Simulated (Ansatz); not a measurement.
Computed with Ansatz on PBE0-D4/def2-TZVP structures; ΔE is electronic, products minus reactants. CBS: MP2 limit from def2 TZ/QZ plus the TZ coupled-cluster correction, frozen cores. DFT in def2-TZVPP. def2 core potentials past Kr. For Sb outer-core shells are correlated without core-valence functions, which leaves a few kJ/mol of doubt a bond. Each species was taken in one conformer, which may not be the lowest.

Reaction (redistribution): `O[SiH2]N[SiH2][SiH3]` + `CO[CH2][SbH2]` → `CO[SiH2]N[SiH2]O` + `[SiH3][CH2][SbH2]`

(1) Is it downhill or uphill in electronic energy at CCSD(T)/CBS, and by how much? (Estimate.)

(2) What do these levels give: r2SCAN-D4, ωB97M-V, SCS-MP2/def2-TZVPP, CCSD/def2-TZVPP, SCS-MP2/def2-QZVPP, CCSD/CBS(def2)? (Best estimate.)

Largest T1 diagnostic among the species: 0.013.

Answers

(1) Ansatz gave: Downhill: ΔE = -206.4 kJ/mol.

(2) The calculation gave: r2SCAN-D4 -198.2, ωB97M-V -206.5, SCS-MP2/def2-TZVPP -213.3, CCSD/def2-TZVPP -204.6, SCS-MP2/def2-QZVPP -215.6, CCSD/CBS(def2) -207.6 kJ/mol.

The D4 term adds −5.6 kJ/mol with B3LYP and −2.9 kJ/mol with PBE0; it sums over pairs of atoms, weighted by their polarisabilities, and B3LYP, whose exchange is more repulsive, gets the larger term. From PBE to PBE0 (25 % exact exchange), in def2-TZVPP and without D4, ΔE moves by −11.2 kJ/mol.

B3LYP here is the variant with VWN-RPA as its local correlation; programs differ in this.
